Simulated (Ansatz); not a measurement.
Isomers of CH5FGeOSi, relaxed with PBE0-D4/def2-TZVP in Ansatz; electronic energies, one conformer each and not always the lowest. Functionals use def2-TZVPP; CBS adds triple-zeta CCSD(T) − MP2 to the MP2 limit of def2-TZVPP and def2-QZVPP.

Outer-core shells of Ge are correlated without core-valence functions. Scalar relativity is left out up to krypton. Spin–orbit coupling is left out.

Task: Order them by energy at frozen-core CCSD(T)/CBS, lowest first. (Estimate.)
A. `[OH][Ge]1([F])[CH2][SiH2]1`
B. `O=[C]([SiH3])[GeH2][F]`
C. `F[CH2][GeH]1[O][SiH2]1`
D. `F[SiH]1[CH2][GeH2][O]1`
E. `FC1[O][GeH2][SiH2]1`
F. `F[C@@H]1[O][Ge@H]1[SiH3]`
G. `F[C@H]1O[Si@H]1[GeH3]`

Result: D (0.0 kcal/mol), A (70.1 kcal/mol), C (88.2 kcal/mol), B (92.0 kcal/mol), E (99.4 kcal/mol), G (104.1 kcal/mol), F (114.8 kcal/mol).

Task: How do MP2/CBS(def2), B2PLYP, B3LYP-D4, PBE0-D4 place them (kcal/mol, against `F[SiH]1[CH2][GeH2][O]1`)? (Estimate.)

Result: Ansatz gave: 
```csv
isomer,MP2/CBS(def2),B2PLYP,B3LYP-D4,PBE0-D4
`F[C@H]1O[Si@H]1[GeH3]`,109.6,101.5,97.4,96.0
`F[CH2][GeH]1[O][SiH2]1`,91.6,85.8,83.0,83.7
`O=[C]([SiH3])[GeH2][F]`,97.8,87.0,82.8,88.3
`[OH][Ge]1([F])[CH2][SiH2]1`,72.0,69.0,67.3,65.8
`FC1[O][GeH2][SiH2]1`,104.8,97.2,93.1,91.8
`F[C@@H]1[O][Ge@H]1[SiH3]`,120.0,112.0,108.1,107.5
```

B3LYP here is the variant with VWN-RPA as its local correlation; programs differ in this.
